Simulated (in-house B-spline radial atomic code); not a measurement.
Values are calculated unless marked as measured or tabulated.
**Correlation energy from the adiabatic connection: −V exp(−r²/w²), V = 20.6, w = 3.92**

Two electrons in a singlet, external potential −V exp(−r²/w²), V = 20.6, w = 3.92 (atomic units). Full CI in B-splines (partial waves to l = 8, correlation up to 0.6 % small) with the density held fixed gives W(λ) = <V_ee>_λ − U, and E_c is the integral of W(λ) − W(0) from 0 to 1.

```tsv
λ	W(λ) − W(0) (hartree)
0	0.00000
0.02	-0.00198
0.05	-0.00492
0.12	-0.01160
0.25	-0.02340
0.4	-0.03613
0.6	-0.05173
0.8	-0.06594
1	-0.07891
```

Q: Integrate the table by the trapezoid rule.

A: The strips give -0.00002, -0.00010, -0.00058, -0.00228, -0.00446, -0.00879, -0.01177, -0.01448, which sum to -0.04248 hartree. The direct value, W(1) − W(0) + T_c with T_c = 0.03634, is -0.04257; the curve is convex, so chords lie above it and the trapezoids fall short in size by 0.20 %.

Q: Now use only three numbers: W(0) = -0.94254, the initial slope W'(0) = -0.09957 (extrapolated from the first points) and the strong-coupling limit of the point-charge-plus-continuum model, W∞ = -1.2904. What do second-order theory and the interpolation W(λ) = W∞ + (W(0) − W∞)/√(1 + 2χλ) of Seidl, Perdew and Levy give?

A: Second order keeps the slope alone: E_c = W'(0)/2 = -0.04979, +17 % in size against -0.04257. Matching the slope fixes χ = W'(0)/(W∞ − W(0)) = -0.09957/(-0.34786) = 0.28624. Integrating, with s = √(1 + 2χ) = 1.253982, E_c = −(W(0) − W∞)(s − 1)/(s + 1) = −0.34786 × 0.253982/2.253982 = -0.03920 hartree, -7.9 % in size against the full result. At λ = 1 the formula gives W − W(0) = -0.07046 against -0.07891. Part of the miss can come from the model's W∞.
